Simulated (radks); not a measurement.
The numbers below are computed, except where a source is named.
Q: These are the eigenvalues of the occupied orbitals of an atom or ion with whole-number occupations (eV). Level of theory: Dirac Kohn-Sham, PBE, spin-unpolarised, spherical densities, point nucleus (a radial shooting solver on a logarithmic mesh with Libxc functionals).

orbital  eigenvalue
1s1/2     -6512.523
2s1/2     -830.1170
2p1/2     -723.1940
2p3/2     -712.7733
3s1/2     -165.2218
3p1/2     -133.9784
3p3/2     -132.5504
3d3/2      -82.6185
3d5/2      -82.4388

Which element is it, and in what charge state? The configuration may be excited. Open shells, if any, are shared by 2j + 1.

A: Z = 25, manganese, charge +5: Mn5+ in [Ar] 3d2. The list shows which subshells hold electrons but not how many an open one holds; the 1s level, -239.33 hartree, gives Z - s = 21.9 by -(Z - s)^2/2, which with screening and relativity narrows Z to a few neighbours, and the depths of the outer levels then fix element, charge and occupations together.
